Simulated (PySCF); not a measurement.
**InO⁺: from constants to spectrum**

UHF-CCSD(T) constants of InO⁺, ³Σ⁻ (triplet), unpaired electrons π ↑↑ (basis In x2c-SVPall, O x2c-SVPall; spin-free X2C with a Gaussian nucleus; PySCF 2.14; masses 114.9039 and 15.9949 u):

```
ωe            : 109.9 cm⁻¹
ωexe          : 1.56 cm⁻¹
Be            : 0.12937 cm⁻¹
αe            : 0.00257 cm⁻¹
De to In⁺ + O : 0.241 eV
```

What force constant and bond length do these constants imply?

Reduced mass μred = 14.040 u; k = 5.8918×10⁻⁷·μred·ωe² (u, cm⁻¹, mdyn/Å) = 0.0999 mdyn/Å; Re = √(16.8576/(μred·Be)) (u, cm⁻¹, Å) = 3.046 Å.

Estimate the centrifugal constant D from the Kratzer relation and find the Dunham coefficient a1.

D = 4Be³/ωe² = 7.17e-07 cm⁻¹; a1 = −1 − αeωe/(6Be²) = -3.81.

Correlated steps freeze 19 core orbitals. The bond is weak. Basis-set superposition, not corrected here, can be much of De in a small basis, most of all at correlated wavefunction levels. Spin–orbit coupling is left out, which matters for elements this heavy, above all for dissociation energies. For an ion De counts to the pair picked by the measured ionisation energies or electron affinities, which need not be the lowest pair at this level. The state is the lowest determinant that a PBE0 search found; another state may lie lower at other levels.
